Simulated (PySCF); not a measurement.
Compound: SiSe (singlet state).
Numbering: `[Si:1][Se:2]`

Structure used (PBE0-D3(BJ)/def2-TZVP), in Å, numbered top down from 1:
```xyz
2
SiSe angstrom
Si     1.0394   -0.0271    0.0005
Se    -1.0219   -0.0017   -0.0127
```

Computed, not measured: TDDFT CAM-B3LYP/aug-cc-pVTZ, vertical, gas phase, core orbitals frozen in the response in PySCF 2.14.0, density-fitted response routines. Geometry: PBE0-D3(BJ)/def2-TZVP; no solvent, vibrations or thermal averaging. Relativistic effects, spin–orbit coupling among them, are left out although an element past zinc is present.

Transition dipole moments from the ground state, in atomic units and in the frame of the coordinates above (overall signs are arbitrary), for the states with f of 0.002 or more among the lowest 9:

```
state  E (hartree)      μx      μy      μz
   S4       0.1485   0.003   0.037  -0.371
   S5       0.1485  -0.004  -0.371  -0.037
   S6       0.2063  -1.094   0.013  -0.007
   S7       0.2527   0.009   0.762   0.121
   S8       0.2527  -0.006  -0.121   0.762
   S9       0.2679  -0.835   0.010  -0.005
```

Problem. What oscillator strength does each state have?

Solution. f = (2/3) ΔE |μ|² with ΔE in hartree (27.2114 eV).

```
state  |μ|² (au)  |μ| (D)      f
   S4      0.139     0.95  0.014
   S5      0.139     0.95  0.014
   S6      1.196     2.78  0.165
   S7      0.595     1.96  0.100
   S8      0.595     1.96  0.100
   S9      0.698     2.12  0.125
```

Problem. Label these states by symmetry in C∞v.

Solution. The ground state is totally symmetric, so the direction of μ fixes the label. Polarised along the molecular axis, so Σ+: S6 and S9. Polarised across the molecular axis, so Π: S4, S5, S7 and S8.

Problem. What angle do the transition dipoles of S6 and S9 make?

Solution. |cos θ| = |μa·μb| / (|μa| |μb|) = 1.00, so θ ≈ 0° (taken between 0 and 90°, since the signs are arbitrary).

Problem. What peak molar absorption coefficient would the strongest computed level give as a lone Gaussian band 0.3 eV wide at half height?

Solution. ε(max) = 2.175×10⁸ f / FWHM, with the width in cm⁻¹. S7/S8 (f summed): 2.175×10⁸ × 0.2006 / 2420 ≈ 18000 L mol⁻¹ cm⁻¹.

S4/S5 and S7/S8 coincide within about 0.01 eV; within a degenerate level the directions of the single components are arbitrary.

Time: 3.6 s; peak memory 0.40 GiB. Hardware: Arm Neoverse V1, one thread (shared host).
